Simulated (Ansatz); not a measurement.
One change: `C[BH][AlH][SiH2]C` becomes `C[BH][AlH][F]`.

Ansatz, PBE0-D4/def2-TZVP geometries, multiplicity 1. Each molecule was computed in one conformer, which needn't be the lowest.

```tsv
property	`C[BH][AlH][SiH2]C`
HOMO energy (B3LYP/def2-TZVPP) / eV	-6.45
LUMO energy (ωB97M-V/def2-TZVPP) / eV	-0.14
LUMO energy (PBE0/def2-TZVPP) / eV	-1.77
HOMO–LUMO gap (B3LYP/def2-TZVPP) / eV	4.50
LUMO energy (B3LYP/def2-TZVPP) / eV	-1.95
HOMO–LUMO gap (ωB97M-V/def2-TZVPP) / eV	8.48
```

Q: What does the change do to each property? (Estimate.)

A: Ansatz gave: 
```csv
property,`C[BH][AlH][F]`,shift
HOMO energy (B3LYP/def2-TZVPP) / eV,-7.12,-0.67
LUMO energy (ωB97M-V/def2-TZVPP) / eV,-0.08,0.06
LUMO energy (PBE0/def2-TZVPP) / eV,-2.01,-0.24
HOMO–LUMO gap (B3LYP/def2-TZVPP) / eV,4.92,0.42
LUMO energy (B3LYP/def2-TZVPP) / eV,-2.20,-0.25
HOMO–LUMO gap (ωB97M-V/def2-TZVPP) / eV,9.34,0.86
```

With PBE0 the HOMO falls by 0.67 eV and the LUMO falls by 0.24 eV, so the gap widens by about 0.43 eV. PBE moves the HOMO by -0.52 eV and ωB97M-V by -0.80 eV.

B3LYP here is the variant with VWN-RPA as its local correlation; programs differ in this.
